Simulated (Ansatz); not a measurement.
`[F][Ti]([SH])([Cl])[Cl]` + H₂O → `[OH][Ti]([F])([Cl])[Cl]` + H₂S  (formal hydrolysis of a Ti–S bond)

Calculated with Ansatz (gas phase, PBE0-D4/def2-TZVP geometries, no zero-point term in ΔE). CCSD(T)/CBS adds triple-zeta CCSD(T) − MP2 to the extrapolated MP2 energy (def2 sets, frozen cores). This one scheme is used for every species. Functionals use def2-TZVPP. For Ti outer-core shells are correlated without core-valence functions, which leaves a few kJ/mol of doubt a bond. Scalar relativity is left out up to krypton. Each species was taken in one conformer, which may not be the lowest.

CCSD(T)/CBS gives -31.6 kJ/mol.

Question: Another level gave -33.3 kJ/mol. Which?
A. PBE0-D4/def2-TZVPP
B. CAM-B3LYP/def2-TZVPP
C. BLYP/def2-TZVPP
D. r2SCAN0/def2-TZVPP

Answer: A. PBE0-D4 -33.3, BLYP -43.1, CAM-B3LYP -53.7, r2SCAN0 -38.2 kJ/mol.

Largest T1 diagnostic among the species: 0.026, so the coupled-cluster value is less sure than usual.

The D4 term adds +5.5 kJ/mol with B3LYP and +3.0 kJ/mol with PBE0; it sums over pairs of atoms, weighted by their polarisabilities, and B3LYP, whose exchange is more repulsive, gets the larger term. From BLYP to BHLYP (50 % exact exchange), in def2-TZVPP and without D4, ΔE moves by −6.5 kJ/mol.

B3LYP here is the variant with VWN-RPA as its local correlation; programs differ in this.
